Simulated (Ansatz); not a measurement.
C2H6OSSi can be A, `SC1CO[SiH2]1`, or B, `C[SiH](S)C=O`.

Computed with Ansatz on PBE0-D4/def2-TZVP structures; ΔE is electronic, products minus reactants. CCSD(T)/CBS adds triple-zeta CCSD(T) − MP2 to the extrapolated MP2 energy (def2 sets, frozen cores). Functionals use def2-TZVPP. Each species was taken in one conformer, which may not be the lowest.

(1) Which isomer does CCSD(T)/CBS put lower? Give the gap. (Best estimate.)

(2) Give E(B) − E(A) in kJ/mol with PBE0-D4, ωB97M-V, B2PLYP, HF/def2-TZVPP, CCSD/def2-TZVPP, MP2/def2-TZVPP, PBE-D4. (Estimate.)

Largest T1 diagnostic: 0.014.

Answers

(1) Ansatz gave: B, by 41.5 kJ/mol.

(2) Ansatz gave: PBE0-D4 -41.1, ωB97M-V -42.4, B2PLYP -51.3, HF/def2-TZVPP -54.0, CCSD/def2-TZVPP -42.1, MP2/def2-TZVPP -36.2, PBE-D4 -53.4. None reverses the order clearly.

In def2-TZVPP, CCSD(T) changes the Hartree–Fock value by +10.6 kJ/mol (the triples alone add −1.4 kJ/mol) and MP2 by +17.9 kJ/mol. From PBE to PBE0 (25 % exact exchange), in def2-TZVPP and without D4, E(B) − E(A) moves by +12.8 kJ/mol.
